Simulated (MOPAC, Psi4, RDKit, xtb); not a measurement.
Torsional profile of H₁₀Ge₄, SMILES [GeH3][GeH2][GeH2][GeH3]. Scanned: dihedral Ge1–Ge2–Ge3–Ge4; all other coordinates were relaxed at GFN2-xTB. GFN2-xTB can order the conformers of Si and Ge chains otherwise than DFT does. Points at φ and −φ are mirror images. Heavy atoms are numbered in the order of the SMILES [GeH3][GeH2][GeH2][GeH3], hydrogens after them in the order of the atoms that carry them; the mirror image has the same energies with the sign of each dihedral reversed.

Computed with: GFN1-xTB // GFN2-xTB (xtb); PM3, restricted, heats of formation // GFN2-xTB (MOPAC); UFF // GFN2-xTB (RDKit); PBE-D3(BJ)/def2-TZVP // GFN2-xTB (Psi4).

Energies relative to the lowest point of each profile, in eV:

```csv
φ / °,GFN1-xTB,PM3,UFF
-160,0.004,0.009,0.034
-140,0.013,0.013,0.046
-120,0.025,0.014,0.046
-100,0.035,0.008,0.033
-40,0.050,0.003,0.011
-20,0.062,0.007,0.000
0,0.073,0.010,0.007
40,0.050,0.003,0.011
80,0.040,0.001,0.015
100,0.035,0.008,0.033
120,0.025,0.014,0.046
160,0.004,0.009,0.034
```

Q: Estimate the PBE-D3(BJ)/def2-TZVP values at these points.

A: -160: 0.010; -140: 0.020; -120: 0.024; -100: 0.018; -40: 0.002; -20: 0.007; 0: 0.014; 40: 0.002; 80: 0.007; 100: 0.018; 120: 0.024; 160: 0.010 (eV).
